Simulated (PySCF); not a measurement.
**CuO⁻: mean field, correlation and small terms against distance**

State: ¹Σ⁺, singlet, closed shell. RHF-based CCSD(T) in PySCF 2.14 with Cu aug-cc-pVDZ-PP with ECP10, O aug-cc-pVDZ and Cu aug-cc-pVTZ-PP with ECP10, O aug-cc-pVTZ (frozen core orbitals: 5; scalar-relativistic core potentials). Correlation energies are extrapolated as n⁻³ (n = 2, 3), Hartree–Fock as (n+1)·exp(−9√n). CV is the change on freezing 0 orbitals instead, in Cu cc-pwCVTZ-PP with ECP10, O cc-pwCVTZ. All energies in eV from Cu (3d10 4s1) + O⁻.

```csv
R (Å),HF/CBS,CCSD corr.,(T),CV,total
1.4815,0.999,-2.872,-0.5491,0.0101,-2.412
1.5488,0.568,-2.867,-0.5963,0.0096,-2.886
1.6161,0.349,-2.838,-0.6326,0.0123,-3.110
1.6835,0.269,-2.793,-0.6541,0.0156,-3.162
1.7508,0.283,-2.742,-0.6622,0.0175,-3.105
1.8350,0.384,-2.682,-0.6586,0.0170,-2.939
1.9192,0.541,-2.630,-0.6432,0.0148,-2.718
```

A fit to the total gives Re = 1.6768 Å, De = 3.163 eV, ωe = 732.7 cm⁻¹, Be = 0.4701 cm⁻¹ (masses 62.9296 and 15.9949 u).

Task: At R = 1.6835 Å the CCSD correlation energy is -0.688601 hartree in the smaller basis and -0.789526 in the larger. Extrapolate it.

Result: (3³·E3 − 2³·E2)/(3³ − 2³) = -0.83202 hartree; the larger basis holds 94.9 % of it.

The T1 diagnostic is 0.053, large enough to doubt a single reference. The open-shell atoms are computed with UHF. Spin–orbit coupling, excitations beyond (T) and corrections to the Born–Oppenheimer picture are left out.
